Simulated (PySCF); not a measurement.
CS, charge +1, doublet (typed; the unrestricted solution is spin-contaminated), at a GFN2-xTB geometry (a state made from the parent by changing its charge; the spin is typed, not shown lowest), with bond 1-2 at 1.25 times its length; PBE0/def2-SVP run with PySCF.

Here is a job for PySCF.
```python
from pyscf import gto, scf, dft

mol = gto.Mole()
mol.atom = '''
    C     0.000000    0.000000   -1.449952
    S     0.000000    0.000000    0.404638
'''
mol.basis = 'def2-svp'
mol.charge = 1
mol.spin = 1
mol.verbose = 4
mol.build()

mf = dft.UKS(mol)
mf.xc = 'pbe0'
mf.kernel()
mo_i, mo_e, stable_i, stable_e = mf.stability(internal=True, external=False, return_status=True, nroots=6, tol=1e-6)
print('internally stable:', stable_i, ' externally stable:', stable_e)
if not stable_i:
    umf = mf.copy()
    umf.scf_summary = {}
    umf.kernel(umf.make_rdm1(mo_i, mf.mo_occ))
```

The log (banner, timings and long lists left out):

```
PySCF version 2.14.0

[INPUT] verbose = 4
[INPUT] num. atoms = 2
[INPUT] num. electrons = 21
[INPUT] charge = 1
[INPUT] spin (= nelec alpha-beta = 2S) = 1
[INPUT] symmetry False subgroup None
[INPUT] Mole.unit = angstrom
[INPUT] Symbol           X                Y                Z      unit          X                Y                Z       unit  Magmom
[...]
nuclear repulsion = 27.392044736745
number of shells = 14
number of NR pGTOs = 60
number of NR cGTOs = 32
basis = def2-svp
ecp = {}

******** <class 'pyscf.dft.uks.UKS'> ********
method = UKS
initial guess = minao
damping factor = 0
level_shift factor = 0
DIIS = <class 'pyscf.scf.diis.CDIIS'>
diis_start_cycle = 1
diis_space = 8
diis_damp = 0
SCF conv_tol = 1e-09
SCF conv_tol_grad = None
SCF max_cycles = 50
direct_scf = True
direct_scf_tol = 1e-13
number electrons alpha = 11  beta = 10
XC library pyscf.dft.libxc version 7.1.2
    S. Lehtola, C. Steigemann, M. J. T. Oliveira, and M. A. L. Marques,  SoftwareX 7, 1–5 (2018)
XC functionals = pbe0
    C. Adamo and V. Barone,  J. Chem. Phys. 110, 6158 (1999)
    M. Ernzerhof and G. E. Scuseria,  J. Chem. Phys. 110, 5029 (1999)
radial grids:
    Treutler-Ahlrichs [JCP 102, 346 (1995); DOI:10.1063/1.469408] (M4) radial grids

becke partition: Becke, JCP 88, 2547 (1988); DOI:10.1063/1.454033
pruning grids: <function nwchem_prune>
grids dens level: 3
symmetrized grids: False
atomic radii adjust function: <function treutler_atomic_radii_adjust>
small_rho_cutoff = 0
Set gradient conv threshold to 3.16228e-05
tot grids = 33000
init E= -435.614778681703

cycle= 1 E= -435.1559044445  delta_E= 0.459  |g|= 0.481  |ddm|= 1.12
cycle= 2 E= -432.204227485877  delta_E= 2.95  |g|= 2.01  |ddm|= 2.02
cycle= 3 E= -435.334225276964  delta_E= -3.13  |g|= 0.196  |ddm|= 1.58
cycle= 4 E= -435.356464478958  delta_E= -0.0222  |g|= 0.0697  |ddm|= 0.139
cycle= 5 E= -435.359564411191  delta_E= -0.0031  |g|= 0.0316  |ddm|= 0.0524
cycle= 6 E= -435.361104513813  delta_E= -0.00154  |g|= 0.00971  |ddm|= 0.0621
cycle= 7 E= -435.361431172712  delta_E= -0.000327  |g|= 0.0104  |ddm|= 0.0191
cycle= 8 E= -435.360295823674  delta_E= 0.00114  |g|= 0.0107  |ddm|= 0.0664
cycle= 9 E= -435.351367828157  delta_E= 0.00893  |g|= 0.0841  |ddm|= 0.424
cycle= 10 E= -435.354204045654  delta_E= -0.00284  |g|= 0.0628  |ddm|= 0.0995
cycle= 11 E= -435.355494903902  delta_E= -0.00129  |g|= 0.0516  |ddm|= 0.0575
cycle= 12 E= -435.353434392305  delta_E= 0.00206  |g|= 0.0713  |ddm|= 0.065
[...]
SCF not converged.
<class 'pyscf.dft.uks.UKS'> wavefunction has an internal instability
internally stable: False  externally stable: None
[...]
SCF conv_tol_grad = None
SCF max_cycles = 50
direct_scf = True
direct_scf_tol = 1e-13
number electrons alpha = 11  beta = 10
XC library pyscf.dft.libxc version 7.1.2
    S. Lehtola, C. Steigemann, M. J. T. Oliveira, and M. A. L. Marques,  SoftwareX 7, 1–5 (2018)
XC functionals = pbe0
    C. Adamo and V. Barone,  J. Chem. Phys. 110, 6158 (1999)
    M. Ernzerhof and G. E. Scuseria,  J. Chem. Phys. 110, 5029 (1999)
radial grids:
    Treutler-Ahlrichs [JCP 102, 346 (1995); DOI:10.1063/1.469408] (M4) radial grids

becke partition: Becke, JCP 88, 2547 (1988); DOI:10.1063/1.454033
pruning grids: <function nwchem_prune>
grids dens level: 3
symmetrized grids: False
atomic radii adjust function: <function treutler_atomic_radii_adjust>
small_rho_cutoff = 0
Set gradient conv threshold to 3.16228e-05
init E= -435.352603518468
cycle= 1 E= -435.303669847467  delta_E= 0.0489  |g|= 0.291  |ddm|= 0.428
cycle= 2 E= -434.230630122234  delta_E= 1.07  |g|= 1.29  |ddm|= 1.32
cycle= 3 E= -435.364464682755  delta_E= -1.13  |g|= 0.073  |ddm|= 1.01
cycle= 4 E= -435.368834618267  delta_E= -0.00437  |g|= 0.0178  |ddm|= 0.0846
cycle= 5 E= -435.369722064843  delta_E= -0.000887  |g|= 0.0101  |ddm|= 0.054
cycle= 6 E= -435.370840524557  delta_E= -0.00112  |g|= 0.00655  |ddm|= 0.107
cycle= 7 E= -435.37117601424  delta_E= -0.000335  |g|= 0.00369  |ddm|= 0.0506
cycle= 8 E= -435.371357880403  delta_E= -0.000182  |g|= 0.00368  |ddm|= 0.0441
cycle= 9 E= -435.371442844679  delta_E= -8.5e-05  |g|= 0.00207  |ddm|= 0.0352
cycle= 10 E= -435.371462533538  delta_E= -1.97e-05  |g|= 0.00197  |ddm|= 0.0127
cycle= 11 E= -435.371492531996  delta_E= -3e-05  |g|= 0.000845  |ddm|= 0.0233
cycle= 12 E= -435.371503706194  delta_E= -1.12e-05  |g|= 0.00115  |ddm|= 0.0237
cycle= 13 E= -435.371506403263  delta_E= -2.7e-06  |g|= 0.000179  |ddm|= 0.00493
cycle= 14 E= -435.371506686028  delta_E= -2.83e-07  |g|= 8.85e-05  |ddm|= 0.00266
cycle= 15 E= -435.371506741284  delta_E= -5.53e-08  |g|= 7.02e-05  |ddm|= 0.00072
cycle= 16 E= -435.371506808799  delta_E= -6.75e-08  |g|= 4.81e-05  |ddm|= 0.000781
cycle= 17 E= -435.371506850656  delta_E= -4.19e-08  |g|= 2.36e-05  |ddm|= 0.000879
cycle= 18 E= -435.371506858866  delta_E= -8.21e-09  |g|= 1.09e-05  |ddm|= 0.000422
cycle= 19 E= -435.37150685982  delta_E= -9.54e-10  |g|= 4.29e-06  |ddm|= 0.000146
Extra cycle  E= -435.371506859841  delta_E= -2.1e-11  |g|= 6.16e-06  |ddm|= 1.43e-05
converged SCF energy = -435.371506859841  <S^2> = 0.89162354  2S+1 = 2.1369357
```

Convergence was not reached.
